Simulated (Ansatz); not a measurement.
Basis-set extrapolation for `C=C=[C]([AlH2])[SiH3]` (PBE0-D4/def2-TZVP geometry, frozen core, Ansatz 0.2.0). Multiplicity 1, RHF reference.

|  | def2-TZVPP | def2-QZVPP |
| --- | --- | --- |
| HF | -648.531777 | -648.553011 |
| MP2 correlation | -0.674209 | -0.718720 |
| CCSD(T) correlation | -0.760189 | not run |

Energies in hartree. Use E(X) = E(∞) + A·exp(−7.88·√X) for Hartree–Fock and E(X) = E(∞) + B·X^(−2.97) for correlation, with X = 3 and 4, and add CCSD(T) minus MP2 of the smaller set to the MP2 limit.

Question: What is the CCSD(T) energy at the basis-set limit?

Answer: HF limit: -648.553011 + (-0.021234) × 0.13774 = -648.55594. MP2 limit: -0.718720 + (-0.044511) × 0.74074 = -0.75169. Higher-order term: -0.760189 − (-0.674209) = -0.08598. Total: -649.39361 hartree, 2.77 eV below CCSD(T)/def2-TZVPP.
